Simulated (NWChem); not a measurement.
Molecule: CH4AlFO; SMILES C[O][AlH][F]

```xyz
8

Al    -0.5861     0.6258     0.0171
H     -1.9413     1.3879    -0.1552
F      0.8150     1.4757     0.3066
O     -0.5446    -1.0502    -0.0899
C      0.2924    -2.1563    -0.0264
H      0.2575    -2.7232    -0.9733
H      1.3466    -1.8856     0.1650
H     -0.0303    -2.8406     0.7777
```
Atoms are numbered in this order, from 1.

Program: NWChem. Geometry: optimised at PBE0/def2-SVP. Vzz is the largest principal value of the second derivative of the potential at the nucleus (NWChem prints the opposite sign); η is the asymmetry. Non-relativistic.

For level PBE0/def2-SVP:

| Quantity | Result |
|---|---|
| Vzz Al1 (a.u.) | 0.853 |
| η Al1 | 0.47 |

Problem. What are these values for level PBE0/cc-pVTZ?

Solution. The vzz Al1 (a.u.) comes out as 1.109. The η Al1 is 0.35.
